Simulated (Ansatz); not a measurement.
`S=[CH][GeH3]` + `[GeH3][SeH]` → `[GeH3][Se][GeH3]` + `C=S` at 400 K and 1 bar (ligand exchange at a Ge–C bond).

Calculated with Ansatz (gas phase, PBE0-D4/def2-TZVP geometries, no zero-point term in ΔE). CCSD(T)/CBS is the MP2 limit (def2-TZVPP, def2-QZVPP) plus CCSD(T) − MP2 in def2-TZVPP, frozen cores. This one scheme is used for every species. For Ge, Se outer-core shells are correlated without core-valence functions, which leaves a few kJ/mol of doubt a bond. Scalar relativity is left out up to krypton.

```
           species  CCSD(T)/CBS energy (Eh)  H − E (kJ/mol)  S (J/(mol·K))
    `S=[CH][GeH3]`              -2514.29743           126.9          335.4
     `[GeH3][SeH]`              -4479.23116           104.1          322.4
`[GeH3][Se][GeH3]`              -6556.56757           159.0          406.0
             `C=S`               -436.98974            79.4          242.5
```

H − E and S are ideal-gas, rigid-rotor, harmonic terms from PBE0-D4/def2-TZVP. 1 Eh = 2625.50 kJ/mol, R = 8.31446 J/(mol·K).

By hand: ΔE, ΔH, ΔS and ΔG.

ΔE = (-6556.56757) + (-436.98974) − (-2514.29743) − (-4479.23116) = -0.02872 Eh = -75.4 kJ/mol. Δ(H − E) = 159.0 + 79.4 − 126.9 − 104.1 = 7.4, so ΔH = -68.0 kJ/mol. ΔS = 406.0 + 242.5 − 335.4 − 322.4 = -9.3 J/(mol·K). ΔG = -68.0 − 400 × (-9.3)/1000 = -64.3 kJ/mol.

By hand: the equilibrium constant, and the temperature at which ΔG would vanish if ΔH and ΔS stayed fixed.

log₁₀ K = −ΔG/(RT ln 10) = 8.4. ΔG = 0 at ΔH/ΔS = 7312 K, far beyond where these terms or the molecules hold.

The number of gas molecules stays the same, so ΔS is small and ΔH decides. A doubt of 5 kJ/mol in ΔE shifts log₁₀ K by 0.7 here. Modes under 60 cm⁻¹, often nearly free rotors, make the harmonic entropy too high. These are equilibria of isolated gas molecules and say nothing of rates. Largest T1 diagnostic: 0.016 (customary marks: 0.02 for closed shells, 0.045 for open ones).
